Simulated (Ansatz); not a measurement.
Geometry optimisation, Ansatz, RKS B3LYP-D4/def2-SVP.

The input (input.yaml):

```yaml
crystal:
  periodic: [false, false, false]
  atoms:
    - { symbol: C, position_ang: [-0.7597, 0.4603, 1.2267] }
    - { symbol: O, position_ang: [-0.005, 1.4649, 0.5844] }
    - { symbol: C, position_ang: [0.3792, 0.925, -0.6519] }
    - { symbol: Ga, position_ang: [1.633, -0.9011, -0.5354] }
    - { symbol: O, position_ang: [-0.2293, -1.6297, -1.5677] }
    - { symbol: H, position_ang: [-0.2358, -0.4117, 1.4207] }
    - { symbol: H, position_ang: [-1.1229, 0.9144, 2.1928] }
    - { symbol: H, position_ang: [-1.6759, 0.2969, 0.6012] }
    - { symbol: H, position_ang: [1.5235, 0.9688, -0.6584] }
    - { symbol: H, position_ang: [-0.0162, 1.5171, -1.4486] }
    - { symbol: H, position_ang: [1.6128, -1.7636, -0.0841] }
    - { symbol: H, position_ang: [-1.0267, -1.8964, -1.0458] }
basis:
  gaussian: { orbitals: def2-SVP }
hamiltonian:
  xc: b3lyp
  dispersion: d4
relax:
  f_tol: 0.015
  max_steps: 40
```

Run as:

```bash
$ ansatz run input.yaml --threads 2 --pin off --max-ram 3072MiB --backend cpu --events-out ev --progress --plain --runs-dir out
```

**Question.** Where does it end, and by what steps?

**Answer.** The run converged. After 22 steps the energy has fallen by 12.336 eV; H12 moved furthest, 2.02 Å. The start is strongly strained (largest force component 31 eV/Å), so its close contacts needn't be bonds. Parted: Ga4–H9.

| step | energy less start (eV) | largest force component (eV/Å) | accepted |
| --- | --- | --- | --- |
| 0 | 0.0000 | 31.356 | yes |
| 1 | -7.2296 | 8.604 | yes |
| 2 | -9.9542 | 5.162 | yes |
| 3 | -11.1629 | 3.061 | yes |
| 4 | -11.8471 | 0.630 | yes |
| 5 | -11.9654 | 0.738 | yes |
| 6 | -12.0552 | 0.472 | yes |
| 7 | -12.1290 | 0.493 | yes |
| 8 | -12.2055 | 0.380 | yes |
| 9 | -12.2481 | 0.461 | yes |
| 10 | -12.2618 | 0.290 | yes |
| 11 | -12.2795 | 0.674 | yes |
| 12 | -12.2937 | 0.284 | yes |
| 13 | -12.3051 | 0.220 | yes |
| 14 | -12.3167 | 0.146 | yes |
| 15 | -12.3229 | 0.153 | yes |
| 16 | -12.3274 | 0.174 | yes |
| 17 | -12.3310 | 0.183 | yes |
| 18 | -12.3336 | 0.122 | yes |
| 19 | -12.3347 | 0.124 | yes |
| 20 | -12.3354 | 0.085 | yes |
| 21 | -12.3358 | 0.045 | yes |
| 22 | -12.3359 | 0.010 | yes |

```xyz
12
Properties=species:S:1:pos:R:3
C -0.707 0.956 1.511
O 0.405 1.330 0.752
C 0.384 0.806 -0.559
Ga 0.666 -1.173 -0.634
O 0.095 -1.905 -2.176
H -0.803 -0.152 1.587
H -0.586 1.362 2.526
H -1.656 1.340 1.083
H 1.214 1.277 -1.111
H -0.549 1.076 -1.096
H 1.351 -2.121 0.423
H 0.263 -2.852 -2.271
```

Whether the end is a true minimum wasn't checked by a vibrational analysis.

Run time: 100 s on 2 threads of Arm Neoverse V1 (shared host), peak memory 0.31 GiB.
